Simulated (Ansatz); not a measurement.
Basis sets compared for MoPt3. The state is a singlet with charge 0. Geometry PBE-D4/def2-SVP. Ansatz on 4 threads of Arm Neoverse V2 on a shared host; times are rough, and most runs start from earlier orbitals.

```tsv
atom	x (Å)	y (Å)	z (Å)
Mo1	0.128	-0.278	-0.260
Pt2	2.010	0.469	0.693
Pt3	-0.917	1.223	-1.551
Pt4	-1.222	-1.414	1.118
```

In the def2 sets Mo, Pt take a core potential; there is no spin–orbit coupling. This restricted singlet of an open-shell metal (gap down to 0.57 eV) wasn't tested against broken symmetry. The order of the spin states hangs on the level: the triplet lies 0.16 eV below the singlet at PBE0-D4/def2-TZVP, but 0.32 eV above it at PBE-D4/def2-TZVP. The structure comes from a short search, and lower isomers may exist.

| level | functions | energy (Eh) | HOMO (eV) | LUMO (eV) | wall time |
| --- | --- | --- | --- | --- | --- |
| PBE-D4/def2-SVP | 127 | -426.4570 | -5.67 | -5.10 | 2.4 s |
| PBE-D4/def2-TZVP | 160 | -426.4994 | -5.65 | -5.08 | 2.8 s |
| r2SCAN-D4/def2-TZVP (with forces) | 160 | -426.4834 | -5.79 | -4.99 | 7 s |
| PBE0-D4/def2-SVP | 127 | -426.1618 | -6.34 | -4.30 | 2.7 s |
| PBE0-D4/def2-TZVP | 160 | -426.2053 | -6.31 | -4.27 | 4 s |

(1) Estimate the rows for PBE-D4/def2-TZVPD, r2SCAN-D4/def2-TZVPD, PBE0-D4/def2-TZVPD.

Results:

(1) 
```tsv
level	functions	energy (Eh)	HOMO (eV)	LUMO (eV)	wall time
PBE-D4/def2-TZVPD	169	-426.4995	-5.65	-5.08	3.5 s
r2SCAN-D4/def2-TZVPD	169	-426.4835	-5.79	-4.99	6 s
PBE0-D4/def2-TZVPD	169	-426.2054	-6.31	-4.27	5.5 s
```
